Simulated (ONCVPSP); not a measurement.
**Si: excitation energies, all-electron against ONCV**

- Element: silicon (Si)
- Generator: ONCVPSP 4.0.1
- Type: optimised norm-conserving Vanderbilt (ONCV)
- Functional: PBE
- Relativity: scalar-relativistic
- Frozen core: [Ne]
- Valence charge: 4
- Reference configuration: 3s1 3p3
- Partial waves: 3s: rc 1.25 bohr, ncon 3, nbas 6, qcut 6.2 1/bohr, 2 projectors, debl 2.9 Ha; 3p: rc 1.70 bohr, ncon 4, nbas 7, qcut 4.9 1/bohr, 2 projectors, debl 3.9 Ha
- Local potential: polynomial inside 1.00 bohr (lpopt 4, dvloc0 0 Ha)
- Core correction: none

Energies are relative to the spin-unpolarised reference configuration 3s1 3p3; without spin polarisation the order of configurations can differ from experiment.

| valence configuration | charge | ΔE all-electron (eV) | error AE − PS (meV) |
| --- | --- | --- | --- |
| 3s2 3p2 | 0 | -6.814 | +10 |
| 3s2 3p1 | +1 | 0.926 | +8.8 |
| 3s2 3p0 | +2 | 16.919 | +3.1 |
| 3s0 3p4 | 0 | 6.964 | +6.9 |

Note: ghosts flagged at negative energy: s at -149.6 eV; no localised positive-energy state flagged. A true bound ghost makes a file unfit for plane-wave use.
